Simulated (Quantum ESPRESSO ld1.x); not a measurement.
Values are calculated unless marked as measured or tabulated.
Ar4+, configuration [Ne] 3s2 3p1.75 3d0.25 (fractional occupations, a model configuration). Level of theory: scalar-relativistic Kohn-Sham, LDA (Slater exchange, Perdew-Wang correlation), spin-polarised, spherical densities, point nucleus; open shells are filled with parallel spins first (ld1.x of Quantum ESPRESSO 7.5).

Unscreened Slater integrals over Kohn-Sham orbitals (cm^-1). They are taken over the spin-up orbitals.

integral,value
"F0(3d,3d)",135170
"F2(3d,3d)",67243
"F4(3d,3d)",42906
"F0(3d,3p)",141230
"F2(3d,3p)",70383
"G1(3d,3p)",87344
"G3(3d,3p)",54079
"F0(3d,3s)",145070
"G2(3d,3s)",67959
"F0(3d,2p)",179770
"F2(3d,2p)",32298
"G1(3d,2p)",22116
"G3(3d,2p)",12486
"F0(3p,3p)",148950
"F2(3p,3p)",75994
"F0(3p,3s)",153160
"G1(3p,3s)",102620
"F0(3p,2p)",200880
"F2(3p,2p)",39732
"G0(3p,2p)",16380
"G2(3p,2p)",16705
"F0(3s,3s)",157840
"F0(3s,2p)",208670
"G1(3s,2p)",17707
"F0(2p,2p)",535620
"F2(2p,2p)",249110

Derived for the open shells (J is the average intra-shell exchange parameter used in DFT+U). 3p: J = F2/5 = 15200 cm^-1. 3d: Racah B = F2/49 - 5 F4/441 = 885.8 cm^-1, C = 35 F4/441 = 3405 cm^-1, C/B = 3.84, F4/F2 = 0.638, J = (F2 + F4)/14 = 7868 cm^-1.
